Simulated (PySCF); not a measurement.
These compounds are isomers of formula C$_{7}$H$_{8}$NOP.

A. SMILES CC(C)c1occ(C#N)p1
B. `C=Cc1pccnc1OC`
C. `CC(=O)c1nc(C)ccp1`
D. `InChI=1S/C7H8NOP/c1-5(9)7-6(2)10-4-3-8-7/h3-4H,1-2H3`
E. SMILES CC(=O)c1cpcc(C)n1
F. `InChI=1S/C7H8NOP/c1-9-6-10-7-2-4-8-5-3-7/h2-6H,1H3`

Spectrum 1. $^{1}$H NMR (500 MHz, computed): δ 9.24 (m, 1H), 8.86 (m, 2H), 7.50 (m, 2H), 3.94 (s, 3H). $^{13}$C{$^{1}$H} NMR (computed): δ 223.7 (CH), 158.9 (C), 155.1 (CH), 131.5 (CH), 62.4 (CH3).

Spectrum 2. $^{1}$H NMR (500 MHz, computed): δ 8.23 (m, 1H), 3.12 (m, 1H), 1.47 (d, 6H). $^{13}$C{$^{1}$H} NMR (computed): δ 225.7 (C), 158.9 (CH), 121.0 (C), 118.9 (C), 38.3 (CH), 31.4 (CH3).

Spectrum 3. $^{1}$H NMR (500 MHz, computed): δ 9.85 (m, 1H), 9.13 (m, 1H), 2.94 (s, 3H), 2.93 (s, 3H). $^{13}$C{$^{1}$H} NMR (computed): δ 206.0 (C), 165.2 (C), 161.2 (CH), 155.3 (C), 151.2 (CH), 30.5 (CH3), 29.8 (CH3).

Spectrum 4. $^{1}$H NMR (500 MHz, computed): δ 9.82 (m, 1H), 7.72 (m, 1H), 2.94 (s, 3H), 2.78 (s, 3H). $^{13}$C{$^{1}$H} NMR (computed): δ 206.2 (C), 198.1 (C), 178.6 (CH), 160.2 (C), 130.4 (CH), 29.7 (CH3), 26.8 (CH3).

Spectrum 5. $^{1}$H NMR (500 MHz, computed): δ 8.73 (m, 1H), 8.24 (m, 1H), 7.78 (m, 1H), 7.25 (m, 1H), 5.67 (m, 1H), 4.15 (s, 3H). $^{13}$C{$^{1}$H} NMR (computed): δ 166.8 (C), 156.6 (C), 154.8 (CH), 144.7 (CH), 140.3 (CH), 120.5 (CH2), 55.8 (CH3).

Spectrum 6. $^{1}$H NMR (500 MHz, computed): δ 9.30 (m, 1H), 9.10 (m, 1H), 3.44 (m, 3H), 3.03 (s, 3H). $^{13}$C{$^{1}$H} NMR (computed): δ 211.3 (C), 178.1 (C), 164.2 (CH), 153.2 (CH), 150.5 (C), 33.1 (CH3), 30.4 (CH3).

PySCF 2.14.0 with density-fitted response routines calculation with geometry from GFN2-xTB and PBE0/pcSseg-1 with gauge-including orbitals; isolated molecule, non-relativistic Hamiltonian, a single conformation, equivalent nuclei averaged.

Shifts are taken against calculated references (same method and geometry level): $^{1}$H (31.72 ppm), $^{13}$C (186.93 ppm) vs TMS. Splittings of carbon signals by F and P are missing where no couplings were computed. Where no couplings were computed, multiplicities follow the n + 1 count of equivalent neighbours, and m marks all less simple cases (inequivalent or close neighbours, rings, F or P nearby). Shifts are as computed. Against solution values, carbons near 30 ppm lie about +3 ppm off and those near 130 ppm about +5 ppm. Of 1211 compounds with measured shifts, 218 miss one by over three times the rms of a fit or turn the order of signals round; such compounds aren't used in these exercises.

**Question.** Match each spectrum to its structure.

**Answer.** 1–F, 2–A, 3–E, 4–C, 5–B, 6–D.

- Spectrum 1 (F): 5 $^{13}$C signals; δC 155.1 is an aromatic CH next to a ring nitrogen; δC 131.5 is an aromatic CH.
- Spectrum 2 (A): 6 $^{13}$C signals; δC 118.9 is a nitrile carbon; δC 38.3 is an sp3 CH on an aromatic ring.
- Spectrum 3 (E): 7 $^{13}$C signals; δC 206.0 is a ketone carbonyl carbon; δC 30.5 is a methyl carbon on an aromatic ring.
- Spectrum 4 (C): 7 $^{13}$C signals; δC 206.2 is a ketone carbonyl carbon; δC 130.4 is an aromatic CH.
- Spectrum 5 (B): 7 $^{13}$C signals; δC 166.8 is an aromatic carbon bearing oxygen; δC 154.8 is an aromatic CH next to a ring nitrogen.
- Spectrum 6 (D): 7 $^{13}$C signals; δC 211.3 is a ketone carbonyl carbon; δC 153.2 is an aromatic CH next to a ring nitrogen.
